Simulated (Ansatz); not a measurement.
Ansatz (a quantum-chemistry and plane-wave program) input:

Ansatz 0.2 input:
```yaml
crystal:
  periodic: [false, false, false]
  atoms:
    - {symbol: Si, position_ang: [0.59190749, 0.02069392, 0.12308195]}
    - {symbol: C, position_ang: [-1.20203810, -0.04131132, -0.24759411]}
    - {symbol: Br, position_ang: [1.16784967, 2.01616602, 0.91980133]}
    - {symbol: Br, position_ang: [1.83448512, -0.34078014, -1.70400940]}
    - {symbol: Br, position_ang: [1.14350440, -1.53079296, 1.61299564]}
    - {symbol: H, position_ang: [-1.77868053, -0.94039837, -0.12868472]}
    - {symbol: H, position_ang: [-1.73929587, 0.81812965, -0.60519280]}
basis:
  gaussian:
    orbitals: def2-TZVP
hamiltonian:
  xc: b3lyp
  dispersion: d3bj
magnetization: {spin_polarized: true, initial_magnetization: 1}
relax: {f_tol: 0.002, max_steps: 150}
```

Problem. Predict the final energy.

Solution. -8051.51214 Eh (B3LYP-D3(BJ)/def2-TZVP). The basis has 224 functions.

It need not be the lowest isomer of its formula.
